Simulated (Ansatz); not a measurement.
Stepwise reaction of `[O]=[W]([OH])([OH])=[S]` with hydrogen chloride, as a gas-phase model of exchange steps in deposition or etching. ΔE in kJ/mol; ΔG adds harmonic PBE0-D4 terms to CCSD(T)/CBS, at 1 bar.

Isolated molecules relaxed with PBE0-D4/def2-TZVP in Ansatz; ΔE leaves out vibrations. CCSD(T)/CBS is the MP2 limit (def2-TZVPP, def2-QZVPP) plus CCSD(T) − MP2 in def2-TZVPP, frozen cores. This one scheme is used for every species. Functionals use def2-TZVPP. B3LYP here is the variant with VWN-RPA as its local correlation; programs differ in this. Elements past krypton have def2 core potentials. For W outer-core shells are correlated without core-valence functions, which leaves a few kJ/mol of doubt a bond. Each species was taken in one conformer, which may not be the lowest.

```
step                                                           reaction  PBE-D4  B3LYP-D4  ωB97M-V  CCSD(T)/CBS  ΔG(500 K)
   1  `[O]=[W]([OH])([OH])=[S]` + HCl → `[O]=[W]([OH])(=[S])[Cl]` + H₂O   -26.2     -23.9    -21.9        -31.4      -25.4
```

Give the row of step 2, `[O]=[W]([OH])(=[S])[Cl]` + HCl → `[O]=[W](=[S])([Cl])[Cl]` + H₂O. (Estimate.)

The calculation gave: 
```tsv
step	reaction	PBE-D4	B3LYP-D4	ωB97M-V	CCSD(T)/CBS	ΔG(500 K)
2	`[O]=[W]([OH])(=[S])[Cl]` + HCl → `[O]=[W](=[S])([Cl])[Cl]` + H₂O	-20.9	-18.8	-15.5	-25.7	-21.0
```

By hand: ΔE of the 2 steps together at CCSD(T)/CBS.

(-31.4) + (-25.7) = -57.1 kJ/mol, or -28.5 kJ/mol a step.

In ΔE each step is higher than the one before. All are downhill at CCSD(T)/CBS. ΔG lies between -25.4 and -21.0 kJ/mol a step. PBE-D4 differs from CCSD(T)/CBS by 4.8 to 5.2 kJ/mol a step. Isolated molecules leave out the surface, adducts and barriers. Largest T1 diagnostic: 0.023.
